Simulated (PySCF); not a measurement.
`C=C[C@@]1(C(=O)[O-])C[C@H]1Cl` (charge -1). Computed geometry: GFN2-xTB, gas phase.

```
atom  x, y, z in Å
C1     2.0817    0.2091   -0.7112
C2     0.8363   -0.1638   -0.9697
C3    -0.2417   -0.2296    0.0197
C4    -0.7100   -1.7289    0.4455
O5    -1.4839   -1.7377    1.4011
O6    -0.2480   -2.6344   -0.2380
C7    -0.3933    0.8180    1.0870
C8    -1.3884    0.7199   -0.0220
Cl9   -1.4338    2.0270   -1.2086
H10    2.8526    0.1907   -1.4654
H11    2.3836    0.5381    0.2706
H12    0.5711   -0.5161   -1.9600
H13   -0.7192    0.4841    2.0627
H14    0.2782    1.6666    1.0878
H15   -2.3898    0.3651    0.1787
```

Q: Which two atoms are farthest apart?

A: O5···H10, 5.54 Å; the next longest distance is 5.50 Å.

Q: Give the dihedral angles C2–C3–C8–Cl9, H14–C7–C8–Cl9, C4–C3–C8–C7, C7–C3–C4–O5.

A: C2–C3–C8–Cl9 -4° (synperiplanar); H14–C7–C8–Cl9 -2° (synperiplanar); C4–C3–C8–C7 107° (anticlinal); C7–C3–C4–O5 21° (synperiplanar). Dihedral signs follow IUPAC: positive where, seen along the central bond, the front bond turns clockwise onto the rear one.

Q: What are the angles H10–C1–H11, C1–C2–C3, C2–C3–C4, C2–C3–C7, C4–C3–C7, C3–C8–C7?

A: From the scalar product of the two bond vectors; for H10–C1–H11 it is -0.5138 Å² over 1.0786 × 1.0786 Å², cos θ = -0.4416. H10–C1–H11 116.2°; C1–C2–C3 124.9°; C2–C3–C4 115.5°; C2–C3–C7 121.5°; C4–C3–C7 115.3°; C3–C8–C7 60.5°.

Q: How far apart are these pairs, which share no bond: C3···H15, C4···Cl9, C4···H11, O6···H12?

A: C3···H15 2.235 Å (2 bonds apart); C4···Cl9 4.167 Å (3 bonds apart); C4···H11 3.839 Å (4 bonds apart); O6···H12 2.850 Å (4 bonds apart).

Q: What is the repulsion energy of the bare nuclei, Σ ZA·ZB/RAB?

A: 502.70 Eh over 105 pairs, with full nuclear charges and distances in bohr; the largest single term is 30.56 Eh (C8 with Cl9).

Q: Where is the centre of mass (commonest isotopes), and what is the radius of gyration?

A: Mass 145.006 u; centre at (-0.501, -0.006, -0.174) Å; Rg = √(Σ m r²/M) = 2.145 Å. As Ia + Ib + Ic = 2 Σ m r², the three principal moments sum to 1334.6 u·Å².

Q: How far are the heavy atoms from their best plane (unweighted least squares)?

A: 0.620 Å rms; C1 0.50, C2 0.32, C3 0.09, C4 0.13, O5 0.39, O6 0.79, C7 1.25, C8 0.15, Cl9 0.85 Å (magnitudes).

No frequency check.

One conformer stands for the species.
